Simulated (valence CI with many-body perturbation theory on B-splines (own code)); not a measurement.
# E1 line list for Tl⁸⁺

Calculated by configuration interaction combined with many-body perturbation theory (CI+MBPT): five valence electrons over a frozen Dirac-Fock core [Xe] 4f14, radial functions for each j: 7 s, 7 p, 8 d, 6 f, 4 g, 1 h, with the one-electron correlation potential Σ1, the two-electron term Σ2, the three-electron term Σ3, Breit, model QED; selected CI, second order for the rest, scaled by the run's own slope (own B-spline code, finite nucleus).

No measured levels were compared; by estimate terms of the open shell hold to 2 to 4 % of their energy, and close levels can change places; different configurations can be misplaced against each other by 1,000 to 8,000 cm⁻¹. Among the levels kept, up to 1200 cm⁻¹ of a level comes from second order outside the variational space, and about a tenth of that is noise between levels of different J, which matters for small intervals. The list stops below the first excitations out of the core.

Lines 1 to 50 of 386 in falling wavelength, among levels below 368860 cm⁻¹, chosen from the strongest by gf and those to the six lowest levels. Wavelengths and rates use the calculated energies, so an error of 2000 cm⁻¹ moves a line at 24490 Å by 49 % and its rate by three times that or more. Electric multipoles are in the length gauge, E1 and E2 with the static RPA response of the core. Weak lines are less certain than strong ones. Lines between different terms over intervals too small for the method are left out, as are lines whose strength nearly cancels. Where a level lies close to another of its J and parity, the split of strength between their lines is uncertain. The highest levels of a list are the least certain.

Levels are named by their leading jj configuration (3d3/2^4 stands for four electrons in 3d with j = 3/2), which in mixed levels can hold well under half, so a name can repeat and another be missing. Letters in brackets count levels of one name in rising energy.

```
λ vac (Å)                            Upper                            Lower   A (s⁻¹)  S (a.u.)
    24490      (5d3/2^3 5d5/2 6p1/2) J=1/2     (5d3/2 5d5/2^3 6s) J=1/2 [d]  5.26e+00  7.63e-05
    23430     (5d3/2 5d5/2^3 6s) J=3/2 [d]            (5d3/2^4 6p1/2) J=1/2  6.85e-02  1.74e-06
    21010      (5d3/2^3 5d5/2 6p1/2) J=7/2     (5d3/2 5d5/2^3 6s) J=5/2 [f]  2.39e+00  8.77e-05
    14770  (5d3/2^3 5d5/2 6p1/2) J=3/2 [a]     (5d3/2 5d5/2^3 6s) J=1/2 [d]  4.53e+00  2.88e-05
    12290     (5d3/2 5d5/2^3 6s) J=5/2 [f]  (5d3/2^3 5d5/2 6p1/2) J=3/2 [a]  2.51e+00  1.38e-05
    12190     (5d3/2 5d5/2^3 6s) J=3/2 [e]  (5d3/2^3 5d5/2 6p1/2) J=3/2 [a]  6.19e+00  2.21e-05
    11860      (5d3/2^3 5d5/2 6p1/2) J=1/2     (5d3/2 5d5/2^3 6s) J=3/2 [d]  2.96e+01  4.87e-05
    11690  (5d3/2^3 5d5/2 6p1/2) J=5/2 [b]     (5d3/2 5d5/2^3 6s) J=3/2 [e]  2.13e-01  1.01e-06
    11600     (5d3/2 5d5/2^3 6s) J=1/2 [d]            (5d3/2^4 6p1/2) J=1/2  1.51e+00  2.32e-06
    11600  (5d3/2^3 5d5/2 6p1/2) J=5/2 [b]     (5d3/2 5d5/2^3 6s) J=5/2 [f]  2.19e+00  1.01e-05
     9183     (5d3/2 5d5/2^3 6s) J=3/2 [e]      (5d3/2^3 5d5/2 6p1/2) J=1/2  5.30e-01  8.10e-07
     9063  (5d3/2^3 5d5/2 6p1/2) J=3/2 [a]     (5d3/2 5d5/2^3 6s) J=5/2 [e]  7.14e+00  1.05e-05
     8993  (5d3/2^3 5d5/2 6p1/2) J=3/2 [a]     (5d3/2 5d5/2^3 6s) J=3/2 [d]  7.57e+01  1.09e-04
     7258      (5d3/2^3 5d5/2 6p1/2) J=1/2     (5d3/2 5d5/2^3 6s) J=1/2 [c]  6.26e+02  2.36e-04
     7247            (5d3/2^4 6p1/2) J=1/2   (5d3/2^2 5d5/2^2 6s) J=3/2 [e]  1.90e+03  7.15e-04
     7046      (5d3/2^3 5d5/2 6p1/2) J=1/2     (5d3/2 5d5/2^3 6s) J=3/2 [c]  1.84e+01  6.37e-06
     7023  (5d3/2^3 5d5/2 6p1/2) J=5/2 [a]               (5d5/2^4 6s) J=7/2  4.47e+00  4.59e-06
     6303            (5d3/2^4 6p1/2) J=1/2     (5d3/2 5d5/2^3 6s) J=3/2 [b]  9.00e+02  2.23e-04
     6242  (5d3/2^3 5d5/2 6p1/2) J=3/2 [b]     (5d3/2 5d5/2^3 6s) J=1/2 [d]  1.76e+00  8.46e-07
     6074  (5d3/2^3 5d5/2 6p1/2) J=3/2 [a]     (5d3/2 5d5/2^3 6s) J=1/2 [c]  2.57e+02  1.14e-04
     6043  (5d3/2^3 5d5/2 6p1/2) J=3/2 [a]     (5d3/2 5d5/2^3 6s) J=5/2 [d]  3.49e+00  1.52e-06
     5977            (5d3/2^4 6p1/2) J=1/2     (5d3/2 5d5/2^3 6s) J=1/2 [b]  4.70e+01  9.91e-06
     5925  (5d3/2^3 5d5/2 6p1/2) J=3/2 [a]     (5d3/2 5d5/2^3 6s) J=3/2 [c]  2.25e+02  9.24e-05
     5369      (5d3/2^3 5d5/2 6p1/2) J=7/2               (5d5/2^4 6s) J=7/2  1.33e+02  8.11e-05
     5161      (5d3/2^3 5d5/2 6p1/2) J=9/2               (5d5/2^4 6s) J=7/2  8.43e+01  5.72e-05
     5117  (5d3/2^3 5d5/2 6p1/2) J=5/2 [a]     (5d3/2 5d5/2^3 6s) J=5/2 [e]  3.02e+02  1.20e-04
     5095  (5d3/2^3 5d5/2 6p1/2) J=5/2 [a]     (5d3/2 5d5/2^3 6s) J=3/2 [d]  2.61e+01  1.02e-05
     4929  (5d3/2^3 5d5/2 6p1/2) J=3/2 [b]     (5d3/2 5d5/2^3 6s) J=5/2 [e]  8.21e+01  1.94e-05
     4909  (5d3/2^3 5d5/2 6p1/2) J=3/2 [b]     (5d3/2 5d5/2^3 6s) J=3/2 [d]  1.85e+02  4.33e-05
     4575  (5d3/2^3 5d5/2 6p1/2) J=5/2 [a]     (5d3/2 5d5/2^3 6s) J=7/2 [e]  3.30e+00  9.37e-07
     4447  (5d3/2^3 5d5/2 6p1/2) J=5/2 [b]               (5d5/2^4 6s) J=7/2  1.30e+02  3.38e-05
     4239     (5d3/2 5d5/2^3 6s) J=3/2 [e]            (5d3/2^4 6p1/2) J=1/2  2.40e+02  3.61e-05
     4179      (5d3/2^3 5d5/2 6p1/2) J=7/2     (5d3/2 5d5/2^3 6s) J=5/2 [e]  1.57e+03  4.52e-04
     3998      (5d3/2^3 5d5/2 6p1/2) J=7/2     (5d3/2 5d5/2^3 6s) J=9/2 [b]  3.24e+01  8.19e-06
     3991  (5d3/2^3 5d5/2 6p1/2) J=5/2 [a]     (5d3/2 5d5/2^3 6s) J=5/2 [d]  3.75e+02  7.07e-05
     3939  (5d3/2^3 5d5/2 6p1/2) J=5/2 [a]     (5d3/2 5d5/2^3 6s) J=3/2 [c]  8.99e+02  1.63e-04
     3889  (5d3/2^3 5d5/2 6p1/2) J=3/2 [b]     (5d3/2 5d5/2^3 6s) J=1/2 [c]  5.85e+03  6.79e-04
     3888            (5d3/2^4 6p1/2) J=1/2     (5d3/2 5d5/2^3 6s) J=3/2 [a]  5.82e+02  3.37e-05
     3881      (5d3/2^3 5d5/2 6p1/2) J=9/2     (5d3/2 5d5/2^3 6s) J=9/2 [b]  1.10e+03  3.17e-04
     3876  (5d3/2^3 5d5/2 6p1/2) J=3/2 [b]     (5d3/2 5d5/2^3 6s) J=5/2 [d]  8.12e-01  9.33e-08
     3829  (5d3/2^3 5d5/2 6p1/2) J=5/2 [a]     (5d3/2 5d5/2^3 6s) J=7/2 [d]  6.30e+00  1.05e-06
     3827  (5d3/2^3 5d5/2 6p1/2) J=3/2 [b]     (5d3/2 5d5/2^3 6s) J=3/2 [c]  3.86e+02  4.27e-05
     3811      (5d3/2^3 5d5/2 6p1/2) J=7/2     (5d3/2 5d5/2^3 6s) J=7/2 [e]  2.61e+03  5.70e-04
     3773      (5d3/2^3 5d5/2 6p1/2) J=1/2   (5d3/2^2 5d5/2^2 6s) J=3/2 [e]  7.03e+03  3.73e-04
     3704      (5d3/2^3 5d5/2 6p1/2) J=9/2     (5d3/2 5d5/2^3 6s) J=7/2 [e]  5.83e+01  1.46e-05
     3611  (5d3/2^3 5d5/2 6p1/2) J=3/2 [a]     (5d3/2 5d5/2^3 6s) J=5/2 [c]  6.98e+01  6.48e-06
     3598  (5d3/2^3 5d5/2 6p1/2) J=5/2 [b]     (5d3/2 5d5/2^3 6s) J=5/2 [e]  9.60e+00  1.32e-06
     3587  (5d3/2^3 5d5/2 6p1/2) J=5/2 [b]     (5d3/2 5d5/2^3 6s) J=3/2 [d]  2.32e+01  3.17e-06
     3574            (5d3/2^4 6p1/2) J=1/2     (5d3/2 5d5/2^3 6s) J=1/2 [a]  1.05e+02  4.73e-06
     3500      (5d3/2^3 5d5/2 6p1/2) J=1/2     (5d3/2 5d5/2^3 6s) J=3/2 [b]  7.14e+03  3.02e-04
```
